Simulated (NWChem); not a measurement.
The numbers come from NWChem runs, not from measurements. System: C₃H₄F₂, charge 0, spin multiplicity 1, at a geometry optimised with PBE0/def2-SVP. The structure started from a generated list of species. Level: PBE0/def2-TZVP.

NWChem printed:

```
             Northwest Computational Chemistry Package (NWChem) 7.3.0
             --------------------------------------------------------

                                NWChem Input Module
                                -------------------

 Scaling coordinates for geometry "geometry" by  1.889725989
 (inverse scale =  0.529177249)

 Turning off AUTOSYM since
 SYMMETRY directive was detected!

                             Geometry "geometry" -> ""
                             -------------------------

 Output coordinates in angstroms (scale by  1.889725989 to convert to a.u.)

  No.       Tag          Charge          X              Y              Z
 ---- ---------------- ---------- -------------- -------------- --------------
    1 F                    9.0000    -1.09489200     0.00000000    -0.95532800
    2 C                    6.0000     0.00000000     0.00000000    -0.18483200
    3 F                    9.0000     1.09489200     0.00000000    -0.95532800
    4 C                    6.0000     0.00000000    -0.76707200     1.07363800
    5 C                    6.0000     0.00000000     0.76707200     1.07363800
    6 H                    1.0000     0.92578500    -1.27476700     1.35530900
    7 H                    1.0000    -0.92578500    -1.27476700     1.35530900
    8 H                    1.0000     0.92578500     1.27476700     1.35530900
    9 H                    1.0000    -0.92578500     1.27476700     1.35530900

 Effective nuclear repulsion energy (a.u.)     184.8385365473

            Nuclear Dipole moment (a.u.)
            ----------------------------
        X                 Y               Z
 ---------------- ---------------- ----------------
     0.0000000000     0.0000000000    -0.0000075589

      Symmetry information
      --------------------

 Group name             C2v
 Group number             16
 Group order               4
 No. of unique centers     4

      Symmetry unique atoms

     1    2    4    6


 Summary of "ao basis" -> "" (spherical)
 ------------------------------------------------------------------------------
       Tag                 Description            Shells   Functions and Types
 ---------------- ------------------------------  ------  ---------------------
 *                         def2-tzvp                  on all atoms

                                 NWChem DFT Module
                                 -----------------

 Summary of "ao basis" -> "ao basis" (spherical)
[...]
 Vector   19  Occ=2.000000D+00  E=-3.462441D-01  Symmetry=a1
              MO Center= -1.3D-14,  1.3D-14,  8.3D-01, r^2= 2.0D+00
   Bfn.  Coefficient  Atom+Function         Bfn.  Coefficient  Atom+Function
  ----- ------------  ---------------      ----- ------------  ---------------
   100      0.216070  4 C  py               131     -0.216070  5 C  py
   101      0.183040  4 C  pz               103      0.182211  4 C  py
   132      0.183040  5 C  pz               134     -0.182211  5 C  py
   104      0.170706  4 C  pz               135      0.170706  5 C  pz
    35     -0.128680  2 C  s                  8      0.123320  1 F  pz

 Vector   20  Occ=2.000000D+00  E=-3.041217D-01  Symmetry=b2
              MO Center= -6.7D-16, -9.6D-15,  1.9D-01, r^2= 2.2D+00
   Bfn.  Coefficient  Atom+Function         Bfn.  Coefficient  Atom+Function
  ----- ------------  ---------------      ----- ------------  ---------------
    38      0.281213  2 C  py                98     -0.250571  4 C  s
   129      0.250571  5 C  s                 41      0.238768  2 C  py
   101      0.210569  4 C  pz               132     -0.210569  5 C  pz
     7     -0.208846  1 F  py                69     -0.208846  3 F  py
   104      0.184248  4 C  pz               135     -0.184248  5 C  pz

 Vector   21  Occ=0.000000D+00  E= 5.944974D-02  Symmetry=a1
              MO Center= -3.9D-12, -9.2D-13,  1.5D+00, r^2= 6.4D+00
   Bfn.  Coefficient  Atom+Function         Bfn.  Coefficient  Atom+Function
  ----- ------------  ---------------      ----- ------------  ---------------
    98      2.420255  4 C  s                129      2.420255  5 C  s
    36     -1.600240  2 C  s                158     -1.343574  6 H  s
   164     -1.343574  7 H  s                170     -1.343574  8 H  s
   176     -1.343574  9 H  s                 35     -0.492107  2 C  s
   106     -0.374584  4 C  py               137      0.374584  5 C  py

 Vector   22  Occ=0.000000D+00  E= 6.040915D-02  Symmetry=b1
              MO Center=  3.9D-12,  6.7D-16,  1.2D+00, r^2= 5.5D+00
   Bfn.  Coefficient  Atom+Function         Bfn.  Coefficient  Atom+Function
  ----- ------------  ---------------      ----- ------------  ---------------
   158      1.251583  6 H  s                164     -1.251583  7 H  s
   170      1.251583  8 H  s                176     -1.251583  9 H  s
   105     -0.764026  4 C  px               136     -0.764026  5 C  px
    40     -0.205160  2 C  px                37     -0.175701  2 C  px
    99     -0.142349  4 C  px               130     -0.142349  5 C  px

 Vector   23  Occ=0.000000D+00  E= 7.626326D-02  Symmetry=b2
              MO Center=  7.0D-17,  8.6D-13,  1.1D+00, r^2= 6.8D+00
   Bfn.  Coefficient  Atom+Function         Bfn.  Coefficient  Atom+Function
  ----- ------------  ---------------      ----- ------------  ---------------
    98      5.302085  4 C  s                129     -5.302085  5 C  s
   106      1.386411  4 C  py               137      1.386411  5 C  py
   158     -1.195716  6 H  s                164     -1.195716  7 H  s
   170      1.195716  8 H  s                176      1.195716  9 H  s
    44      0.616596  2 C  py               103      0.377157  4 C  py

 center of mass
 --------------
 x =   0.00000000 y =   0.00000000 z =  -0.17646643

 moments of inertia (a.u.)
 ------------------
         321.930220987123           0.000000000000           0.000000000000
           0.000000000000         423.108081253928           0.000000000000
           0.000000000000           0.000000000000         248.824042481009

     Multipole analysis of the density
     ---------------------------------

     L   x y z        total         alpha         beta         nuclear
     -   - - -        -----         -----         ----         -------
     0   0 0 0     -0.000000    -20.000000    -20.000000     40.000000

     1   1 0 0      0.000000      0.000000      0.000000      0.000000
     1   0 1 0     -0.000000     -0.000000     -0.000000      0.000000
     1   0 0 1      0.839293      0.419650      0.419650     -0.000008

     2   2 0 0    -21.197105    -55.248470    -55.248470     89.299835
     2   1 1 0      0.000000      0.000000      0.000000      0.000000
     2   1 0 1      0.000000      0.000000      0.000000      0.000000
     2   0 2 0    -20.009943    -34.218425    -34.218425     48.426907
     2   0 1 1     -0.000000     -0.000000     -0.000000      0.000000
     2   0 0 2    -21.709124    -78.370065    -78.370065    135.031006

 Task  times  cpu:       16.1s     wall:       16.1s

 Total times  cpu:       16.1s     wall:       16.1s
```

Question: Write an NWChem input that would produce this output.

Answer: One answer among several that fit: 
```
start mol
memory heap 200 mb stack 800 mb global 1000 mb
geometry units angstroms nocenter noautoz
  F     -1.094892     0.000000    -0.955328
  C      0.000000     0.000000    -0.184832
  F      1.094892     0.000000    -0.955328
  C      0.000000    -0.767072     1.073638
  C      0.000000     0.767072     1.073638
  H      0.925785    -1.274767     1.355309
  H     -0.925785    -1.274767     1.355309
  H      0.925785     1.274767     1.355309
  H     -0.925785     1.274767     1.355309
  symmetry group C2v
end
basis spherical
  * library def2-tzvp
end
dft
  xc pbe0
  semidirect memsize 60000000 filesize 0
  iterations 100
end
task dft energy
```
